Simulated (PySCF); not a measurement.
**TlP from Hartree–Fock to correlated methods**

State: ³Σ⁻ (triplet), unpaired electrons π ↑↑. Set-up: basis Tl def2-SVPD with ECP60, P def2-SVPD; scalar-relativistic core potentials; PySCF 2.14. De refers to Tl + P in their high-spin ground configurations, without counterpoise correction. The functionals are run spin-unrestricted. A positive dipole means Tl(−)P(+).

```json
{"Level": "UHF", "Re (Å)": "2.769", "ωe (cm⁻¹)": "229", "De (eV)": "0.69", "μ (D)": "-3.13"}
{"Level": "UHF-MP2", "Re (Å)": "2.752", "ωe (cm⁻¹)": "234", "De (eV)": "1.37", "μ (D)": "n/a"}
{"Level": "UHF-SCS-MP2", "Re (Å)": "2.768", "ωe (cm⁻¹)": "231", "De (eV)": "1.36", "μ (D)": "n/a"}
{"Level": "UHF-CCSD", "Re (Å)": "2.772", "ωe (cm⁻¹)": "226", "De (eV)": "1.33", "μ (D)": "n/a"}
{"Level": "UHF-CCSD(T)", "Re (Å)": "2.777", "ωe (cm⁻¹)": "224", "De (eV)": "1.42", "μ (D)": "n/a"}
{"Level": "PBE", "Re (Å)": "2.761", "ωe (cm⁻¹)": "228", "De (eV)": "2.06", "μ (D)": "-2.64"}
{"Level": "BLYP", "Re (Å)": "2.796", "ωe (cm⁻¹)": "219", "De (eV)": "1.99", "μ (D)": "-2.65"}
{"Level": "BP86", "Re (Å)": "2.761", "ωe (cm⁻¹)": "228", "De (eV)": "2.07", "μ (D)": "-2.62"}
{"Level": "r²SCAN", "Re (Å)": "2.743", "ωe (cm⁻¹)": "234", "De (eV)": "1.87", "μ (D)": "-2.75"}
{"Level": "PBE0", "Re (Å)": "2.736", "ωe (cm⁻¹)": "237", "De (eV)": "1.90", "μ (D)": "-2.79"}
{"Level": "M06-2X", "Re (Å)": "2.760", "ωe (cm⁻¹)": "229", "De (eV)": "1.79", "μ (D)": "-3.18"}
```

**Question.** Which functional lies closest to UHF-CCSD(T) in De, which farthest, and by how much do they differ from it?

**Answer.** Closest is M06-2X (-1.7 pm in Re, +2.2 % in ωe, +0.37 eV in De against UHF-CCSD(T) in the same basis), farthest BP86 (-1.6 pm in Re, +1.8 % in ωe, +0.65 eV in De). CCSD(T) converges more slowly with the basis than the functionals do and binds too weakly in this one, so the order can change at the basis-set limit.

**Question.** What does the step from GGA to meta-GGA do here, going from PBE to r²SCAN?

**Answer.** r²SCAN less PBE: -1.8 pm in Re, +2.6 % in ωe, -0.19 eV in De. 

**Question.** What does all correlation do here, going from UHF to UHF-CCSD(T)?

**Answer.** UHF-CCSD(T) less UHF: +0.8 pm in Re, -2.2 % in ωe, +0.73 eV in De. Correlation nearly always deepens the well. The bond lengthens, as in strong covalent bonds, where excitations into antibonding orbitals dominate.

Correlated steps freeze 9 core orbitals. Correlated levels converge slowly with the basis: in double zeta they bind strong bonds too weakly, by up to about 1 eV, and carry superposition errors of some tenths. These are scalar-relativistic numbers at best; spin–orbit coupling would shift them, the dissociation energy most. The state is the lowest determinant that a PBE0 search found; another state may lie lower at other levels.
